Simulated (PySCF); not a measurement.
# `C=C(F)/C(F)=C\B(C)C`, C₆H₉BF₂

Molfile (atoms numbered from 1):
```
C6H9BF2
     RDKit          3D

 18 17  0  0  0  0  0  0  0  0999 V2000
    3.1646   -0.5969   -0.1512 C   0  0  0  0  0  0  0  0  0  0  0  0
    1.8679   -0.2998   -0.0843 C   0  0  0  0  0  0  0  0  0  0  0  0
    0.9847   -0.8767   -0.9154 F   0  0  0  0  0  0  0  0  0  0  0  0
    1.2239    0.6401    0.8279 C   0  0  0  0  0  0  0  0  0  0  0  0
    2.0988    1.2753    1.6176 F   0  0  0  0  0  0  0  0  0  0  0  0
   -0.0895    0.8790    0.8738 C   0  0  0  0  0  0  0  0  0  0  0  0
   -1.1861    0.1883   -0.0141 B   0  0  0  0  0  0  0  0  0  0  0  0
   -1.7828   -1.1980    0.4175 C   0  0  0  0  0  0  0  0  0  0  0  0
   -1.7622    0.9643   -1.2529 C   0  0  0  0  0  0  0  0  0  0  0  0
    3.5332   -1.3153   -0.8837 H   0  0  0  0  0  0  0  0  0  0  0  0
    3.8572   -0.1142    0.5363 H   0  0  0  0  0  0  0  0  0  0  0  0
   -0.4044    1.6540    1.5844 H   0  0  0  0  0  0  0  0  0  0  0  0
   -1.0806   -1.8399    0.9683 H   0  0  0  0  0  0  0  0  0  0  0  0
   -2.6098   -0.9624    1.1165 H   0  0  0  0  0  0  0  0  0  0  0  0
   -2.2329   -1.7590   -0.4157 H   0  0  0  0  0  0  0  0  0  0  0  0
   -2.8041    0.7036   -1.4942 H   0  0  0  0  0  0  0  0  0  0  0  0
   -1.1493    0.6213   -2.1093 H   0  0  0  0  0  0  0  0  0  0  0  0
   -1.6466    2.0570   -1.2069 H   0  0  0  0  0  0  0  0  0  0  0  0
  1  2  2  0
  2  3  1  0
  2  4  1  0
  4  5  1  0
  4  6  2  0
  6  7  1  0
  7  8  1  0
  7  9  1  0
  1 10  1  0
  1 11  1  0
  6 12  1  0
  8 13  1  0
  8 14  1  0
  8 15  1  0
  9 16  1  0
  9 17  1  0
  9 18  1  0
M  END
```

Level of theory: TDDFT CAM-B3LYP/aug-cc-pVDZ circular dichroism and optical rotation, one conformer, gas phase (PySCF). Geometry: PBE0-D3(BJ)/def2-SVP.

No stereocentre is labelled: unless the shape is locked (an allene, a helicene, a hindered biaryl), the mirror image is equally populated and a measured rotation or CD is zero.

Task: Draw the ECD and absorption spectra from the lowest 12 states, each a Gaussian of half-width 0.3 eV at 1/e height.

Result: 
```tsv
E (eV)	λ (nm)	Δε (L mol⁻¹ cm⁻¹)	ε (L mol⁻¹ cm⁻¹)
4.74	262	-2.16	1070
4.89	254	-8.87	4410
5.04	246	-21.97	11100
5.19	239	-31.73	17600
5.34	232	-22.42	19300
5.49	226	+5.03	18700
5.64	220	+29.34	18800
5.79	214	+32.73	15700
5.94	209	+20.46	8880
6.09	204	+8.72	3280
6.24	199	+3.34	1260
6.39	194	+2.12	1460
6.54	190	+4.24	2220
6.69	185	+9.88	2730
6.84	181	+15.84	3090
6.99	177	+15.35	3480
7.14	174	+4.22	3340
```
Δε uses R in velocity form, ε uses f in length form. Only the states computed contribute, so the short-wavelength end is incomplete.
